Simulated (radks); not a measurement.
The silicon ion Si+ inside a hard spherical wall (all orbitals vanish at R), configuration held at [Ne] 3s2 3p1 and not refilled when levels cross. Method: scalar-relativistic Kohn-Sham, LDA (Slater exchange, VWN5 correlation), spin-polarised, spherical densities, point nucleus; open shells are filled with parallel spins first; computed with a radial shooting solver on a logarithmic mesh with Libxc functionals. Eigenvalues in eV for spin up, with the zero of energy where the potential of the charges vanishes at infinity; a dash marks a level that is unbound or too diffuse for the functional's potential to be trusted. A positive occupied level is held by the wall or, in an anion where self-interaction has pushed it up, behind a barrier. The pressure on the wall is -dE/dV.

R (bohr),E (hartree),kinetic (hartree),e(2s),e(2p),e(3s),e(3p),"e(4s, empty)","e(3d, empty)",pressure (GPa)
free,-288.54702,288.995,-148.26,-105.16,-19.512,-12.130,-4.502,-3.868,0
20,-288.54702,288.995,-148.26,-105.16,-19.512,-12.130,-4.502,-3.868,< 0.0001
15,-288.54702,288.995,-148.26,-105.16,-19.512,-12.130,-4.499,-3.867,< 0.0001
12,-288.54702,288.995,-148.26,-105.16,-19.512,-12.130,-4.465,-3.856,< 0.0001
7,-288.54586,289.007,-148.18,-105.08,-19.462,-12.061,-2.625,-3.289,0.0918
6,-288.54102,289.047,-147.96,-104.85,-19.316,-11.853,-0.350,-2.582,0.636
4,-288.39423,289.824,-144.77,-101.65,-16.781,-8.383,18.769,3.341,36.1
